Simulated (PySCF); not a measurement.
C2H3N. Atoms are numbered in the order given.

```xyz
6

C      0.0000     0.0000    -1.0998
N      0.0000     0.0000     0.3097
C      0.0000     0.0000     1.4738
H     -0.8884     0.5129    -1.4705
H      0.8884     0.5129    -1.4705
H      0.0000    -1.0258    -1.4705
```

Geometry optimised at PBE0-D3(BJ)/def2-TZVP.

These are PBE/pcSseg-2 run with PySCF values and carry that method's errors.

GIAO shieldings, no solvent; atoms alike by connectivity are averaged. δ = σ(ref) − σ: ¹³C against TMS (σ = 181.4 ppm); ¹⁵N against NH3 (σ = 262.8 ppm); ¹H against TMS (σ = 31.47 ppm), references at their B3LYP-D3(BJ)/def2-TZVP geometries, non-relativistic.

| atoms | nucleus | count | δ (ppm) |
|---|---|---|---|
| C3 | ¹³C | 1 | 178.1 |
| C1 | ¹³C | 1 | (withheld) |
| N2 | ¹⁵N | 1 | (withheld) |
| H4, H5, H6 | ¹H | 3 | 3.09 |

Question: What belongs in the gaps? (The exact figures need the calculation; the answer reports its results.)

Answer: 
- N2, δ (ppm): 179.4
- C1, δ (ppm): 25.5
